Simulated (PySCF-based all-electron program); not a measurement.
Values are calculated unless marked as measured or tabulated.
Bond force of SiTe, singlet

Method: all-electron DFT (in-house code on PySCF), basis-limit composite values; Koelling–Harmon scalar relativity, no spin–orbit coupling, spin-restricted. Forces are good to about 0.008 eV/Å. A positive force pushes the atoms apart.

```csv
r (Å),LDA (eV/Å),PBEsol (eV/Å),PBE (eV/Å)
2.0466,6.934,7.299,?
2.274,-0.047,0.174,0.415
2.5014,–,–,-2.561
```

(1) Fill in the missing PBE forces.

(2) Between which listed lengths does the PBE force vanish, and at which of the two is it smaller?

(3) At 2.274 Å, order the functionals from the one that pulls the atoms together most to the one that pushes them apart most.

Results:

(1) 2.0466 Å: 7.633 eV/Å.

(2) Between 2.274 and 2.501 Å. The force is smaller at 2.274 Å.

(3) LDA (-0.047), PBEsol (0.174), PBE (0.415).
